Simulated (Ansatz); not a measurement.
Isolated molecules relaxed with PBE0-D4/def2-TZVP in Ansatz; ΔE leaves out vibrations. CBS: MP2 limit from def2 TZ/QZ plus the TZ coupled-cluster correction, frozen cores. This one scheme is used for every species. DFT in def2-TZVPP. Triplets are unrestricted, without spin–orbit coupling. Each species was taken in one conformer, which may not be the lowest.

Consider the formal loss of a carbene: `BCBCC` → `BBCC` + `[CH2]` (triplet).

Is it downhill or uphill in electronic energy at CCSD(T)/CBS, and by how much? (An estimate is asked.)

Computed: Uphill: ΔE = +511.9 kJ/mol.

What do these levels give: r2SCAN-D4, ωB97M-V, B2PLYP, HF/def2-TZVPP, HF/def2-QZVPP, MP2/CBS(def2)? (Best estimate.)

Ansatz gave: r2SCAN-D4 486.5, ωB97M-V 515.7, B2PLYP 501.1, HF/def2-TZVPP 360.0, HF/def2-QZVPP 360.4, MP2/CBS(def2) 531.4 kJ/mol.

Largest T1 diagnostic among the species: 0.011.

In def2-TZVPP, CCSD(T) changes the Hartree–Fock value by +140.4 kJ/mol (the triples alone add +12.4 kJ/mol) and MP2 by +159.9 kJ/mol. The D4 term adds +9.0 kJ/mol with B3LYP and +4.9 kJ/mol with PBE0; it sums over pairs of atoms, weighted by their polarisabilities, and B3LYP, whose exchange is more repulsive, gets the larger term. From PBE to PBE0 (25 % exact exchange), in def2-TZVPP and without D4, ΔE moves by −4.9 kJ/mol.

B3LYP here is the variant with VWN-RPA as its local correlation; programs differ in this.
